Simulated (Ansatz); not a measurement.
The cluster La₇⁺. The state is a triplet with charge 1. Geometry PBE-D4/def2-SVP.

| atom | x (Å) | y (Å) | z (Å) |
| --- | --- | --- | --- |
| La1 | -1.921 | -0.888 | -0.685 |
| La2 | -0.187 | 0.224 | 2.205 |
| La3 | 1.149 | -0.875 | -2.536 |
| La4 | 0.038 | 2.068 | -0.818 |
| La5 | -2.886 | 1.955 | 0.979 |
| La6 | 0.922 | -2.723 | 0.494 |
| La7 | 2.885 | 0.240 | 0.361 |

In the def2 sets La takes a core potential; there is no spin–orbit coupling. At PBE-D4/def2-TZVP, PBE0-D4/def2-TZVP, BHLYP-D4/def2-TZVP the charge 1 triplet is spin-contaminated (final ⟨S²⟩ up to 5.53, 2.00 for a pure state). The structure comes from a short search, and lower isomers may exist.

Task: Estimate the α-spin orbital energies around the gap (eV) in Ansatz with PBE-D4/def2-TZVP, PBE0-D4/def2-TZVP, BHLYP-D4/def2-TZVP.

Result: 
```
orbital  PBE-D4/def2-TZVP  PBE0-D4/def2-TZVP  BHLYP-D4/def2-TZVP
 HOMO−5             -6.25              -6.82               -7.12
 HOMO−4             -6.08              -6.72               -7.09
 HOMO−3             -6.08              -6.62               -6.98
 HOMO−2             -6.08              -6.37               -6.74
 HOMO−1             -5.92              -6.34               -6.64
   HOMO             -5.92              -6.21               -6.40
   LUMO             -5.33              -4.60               -4.00
 LUMO+1             -5.23              -4.55               -3.75
 LUMO+2             -5.23              -4.47               -3.66
 LUMO+3             -5.00              -4.45               -3.63
 LUMO+4             -5.00              -4.31               -3.46
 LUMO+5             -4.89              -4.26               -3.46
 β HOMO             -5.75              -6.06               -6.28
 β LUMO             -5.39              -4.71               -4.02
```
